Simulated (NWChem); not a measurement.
Extrapolating the MP2 correlation energy of boron oxyfluoride (BFO)

```xyz
3

F      0.0000     0.0000    -1.1962
B      0.0000     0.0000     0.0865
O      0.0000     0.0000     1.2917
```
Charge 0, spin multiplicity 1.

Program: NWChem. The geometry was optimised at PBE0/def2-SVP, a minimum by its harmonic frequencies.

The correlated methods keep 3 core orbitals frozen.

Worked example. The MP2 correlation energy is -570.50 mHa in cc-pVTZ and -618.38 mHa in cc-pVQZ. The form E(X) = E∞ + A/X³ turns the pair into an estimate of the basis-set limit.

E∞ = (4³·(-618.38) − 3³·(-570.50))/(4³ − 3³) = -653.3 mHa. The larger basis holds 95 % of that, at about 7 times the processor time of the smaller one. This is a two-point estimate.
